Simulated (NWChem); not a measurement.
## Atomisation of ClCu

SMILES: [Cl][Cu]
```xyz
2

Cu     0.0000     0.0000    -0.7665
Cl     0.0000     0.0000     1.3076
```
Charge 0, spin multiplicity 1.

All runs are NWChem calculations. The geometry was optimised at PBE/def2-SVP, a minimum by its harmonic frequencies.

Basis set: def2-TZVP. The atomisation energy is electronic alone: no zero-point, thermal, spin-orbit or counterpoise terms. No value is extrapolated to the basis-set limit. Free atoms are single determinants with multiplicities Cu 2, Cl 2. Correlated methods freeze the same cores in atoms and molecule, 14 orbitals in all.

The structure started from a generated list of species. The stability of the SCF solutions was not checked. Open-shell Hartree-Fock references start from PBE0 orbitals.

**Question.** For the atomisation energy, HF gives 64.5 kcal/mol and PBE0 gives 126.7 kcal/mol. What do BHandHLYP, MP2, PBE give?

**Answer.** BHandHLYP: 76.9 kcal/mol; MP2: 147.9 kcal/mol; PBE: 85.0 kcal/mol.
